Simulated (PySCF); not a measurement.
Spectrum to structure. Computed with TDDFT PBE0/def2-SVPD, vertical, gas phase, core orbitals frozen in the response (PySCF). Geometries: GFN2-xTB, one conformer each.

| state | λ (nm) | f |
| --- | --- | --- |
| S1 | 192.6 | 0.094 |
| S2 | 184.1 | 0.0070 |
| S3 | 181.4 | 0.080 |
| S4 | 172.6 | 0.058 |
| S5 | 170.8 | 0.035 |
| S6 | 169.0 | 0.035 |

Triplets computed (Tamm–Dancoff): 4.36, 6.22 eV.

**Question.** Which candidate is it?
A. `C=C[B@H-]1[NH2+][B@@H-](C)[NH2+]1`
B. `C#C[C@H]1CCNC1=O`
C. `Cc1cc(O)ccn1`

**Answer.** A. Its S1, at 6.44 eV, is the highest among the candidates; the nearest of the others has S1 at 5.59 eV. S1 is HOMO→LUMO (82%), HOMO→LUMO+1 (13%). Löwdin shares by element: HOMO carbon 63% or more, boron 8% or more, hydrogen 6% or more (atoms not listed hold the other 22%); LUMO carbon 31% or more, boron 29% (atoms not listed hold the other 40%). At the same level the other candidates give, for their lowest levels:
- `Cc1cc(O)ccn1`: 243 nm (f 0.000); 230 nm (f 0.003); 224 nm (f 0.000); 202 nm (f 0.002); 191 nm (f 0.000); T1 4.22 eV; HOMO -7.29, LUMO -0.49 eV
- `C#C[C@H]1CCNC1=O`: 222 nm (f 0.009); 192 nm (f 0.002); 188 nm (f 0.001); 183 nm (f 0.002); 182 nm (f 0.013); T1 5.03 eV; HOMO -7.23, LUMO 0.22 eV

Conformer computed: `[CH2:1]=[CH:2][B@H-:3]1[NH2+:4][B@@H-:5]([CH3:6])[NH2+:7]1`: C1–C2–B3–N4 29°.
